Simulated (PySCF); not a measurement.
## Electronic structure of Ti(3+) (titanium, charge +3) at the UHF level

Configuration: [Ar] 3d1, 2D determinant. Calculation: PySCF 2.14, in aug-cc-pVDZ-DK; scalar relativity by spin-free X2C-1e.

| Quantity | Value |
| --- | --- |
| Total energy | -851.075440 hartree |
| One-electron energy | -1141.7359 hartree |
| Hartree (Coulomb) energy | 331.2110 hartree |
| Exchange energy | -40.5505 hartree |
| ⟨S²⟩ | 0.7515 |
| ⟨L²⟩ | 6.015 |
| Sum of ⟨r⟩ | 12.20 bohr |
| Sum of ⟨r²⟩ | 13.12 bohr² |
| Traceless quadrupole moment −½Σ⟨3z² − r²⟩ along its main axis | 0.498 e·bohr² |
| Langevin diamagnetic susceptibility | -10.4 ×10⁻⁶ cm³/mol |
| Time after the integrals | 0.24 s of wall time on 1 thread of Intel(R) Xeon(R) CPU @ 2.60GHz (shared host) |

| shell | electrons | mean orbital energy (eV) | spread (eV) | rms radius, mean of both spins (bohr) |
| --- | --- | --- | --- | --- |
| 1s α | 1 | -5054.6 | 0 | 0.0804 |
| 1s β | 1 | -5054.6 | 0 | 0.0804 |
| 2s α | 1 | -626.08 | 0 | 0.350 |
| 2s β | 1 | -625.49 | 0 | 0.350 |
| 2p α | 3 | -521.88 | 0.058 | 0.320 |
| 2p β | 3 | -521.27 | 0.780 | 0.320 |
| 3s α | 1 | -113.47 | 0 | 1.06 |
| 3s β | 1 | -111.50 | 0 | 1.06 |
| 3p α | 3 | -82.937 | 1.305 | 1.16 |
| 3p β | 3 | -80.510 | 1.935 | 1.16 |
| 3d α | 1 | -44.149 | 0 | 1.37 |

Densities and radii are taken from the X2C orbitals without a picture-change correction, which distorts them close to the nucleus.
